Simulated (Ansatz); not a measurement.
`C[O][Al][O]C`, charge 0, multiplicity 2.

Question: Give a relaxed structure at PBE0-D4/def2-TZVP (Ansatz 0.2.0). (Best estimate.)

Answer: The calculation gave: 
Cartesian coordinates in Å:
```
C -0.010 -1.882 -0.825
O -1.142 -1.416 -0.155
Al -1.712 -0.062 0.670
O -0.824 1.347 0.924
C 0.432 1.897 0.660
H -0.266 -2.152 -1.855
H 0.795 -1.138 -0.861
H 0.381 -2.777 -0.330
H 0.326 2.812 0.068
H 0.933 2.160 1.597
H 1.086 1.212 0.107
```
Point group C2v.
This is one stationary point; other conformers may exist.
